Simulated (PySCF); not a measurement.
Y(OH)3 (H3O3Y), SMILES [OH][Y]([OH])[OH].

Geometry optimised at PBE0-D3(BJ)/def2-SVP. The def2 effective core potentials stand for the cores of Y; spin–orbit coupling is left out. The values are those of a single conformer.

Level of theory: PySCF with B3LYP/def2-TZVPD.

Symmetry labels are those of the subgroup C2v that the program uses (full group D3h).

Task: List the valence orbital energies around the gap with their symmetry. (An estimate is asked for; the answer gives what the named calculation found.)

Result: 
| orbital | symmetry | energy (eV) |
|---|---|---|
| HOMO−7 | B1 | -12.03 |
| HOMO−6 | A1 | -12.03 |
| HOMO−5 | A2 | -8.28 |
| HOMO−4 | B2 | -8.28 |
| HOMO−3 | A1 | -8.13 |
| HOMO−2 | B1 | -8.13 |
| HOMO−1 | B2 | -7.91 |
| HOMO | B1 | -7.74 |
| LUMO | A1 | -1.75 |
| LUMO+1 | A1 | 0.12 |
| LUMO+2 | A1 | 0.24 |
| LUMO+3 | B1 | 0.24 |
